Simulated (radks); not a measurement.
Question: Species: the gold ion Au2+. Configuration: [Xe] 4f14 5d9. Calculated with a radial shooting solver on a logarithmic mesh with Libxc functionals: scalar-relativistic Kohn-Sham, PBEsol, spin-unpolarised, spherical densities, finite nucleus; Fermi nuclear charge, rms radius 5.4371 fm. Some entries of the table are withheld. Estimate them.

| orbital | occ. | eigenvalue (eV) | r(max) (bohr) | <1/r> (bohr^-1) |
|---|---|---|---|---|
| 1s | 2 | -80734.76 | 0.01043 | 95.67 |
| 2s | 2 | -14264.10 | 0.06020 | 22.44 |
| 2p | 6 | (1) | 0.04982 | 19.97 |
| 3s | 2 | -3383.147 | 0.1697 | 8.318 |
| 3p | 6 | -2824.848 | 0.1690 | 7.591 |
| 3d | 10 | -2226.945 | 0.1376 | 7.145 |
| 4s | 2 | (2) | 0.3828 | 3.566 |
| 4p | 6 | -567.7396 | 0.4029 | 3.220 |
| 4d | 10 | -347.4854 | 0.4104 | 2.886 |
| 5s | 2 | -129.9943 | 0.8476 | 1.462 |
| 4f | 14 | -102.9164 | 0.3753 | 2.462 |
| 5p | 6 | -81.3251 | 0.9518 | 1.242 |
| 5d | 9 | -27.3655 | 1.201 | (3) |

Answer: 
(1) 2p eigenvalue (eV): -12340.31
(2) 4s eigenvalue (eV): -750.9108
(3) 5d <1/r> (bohr^-1): 0.8745
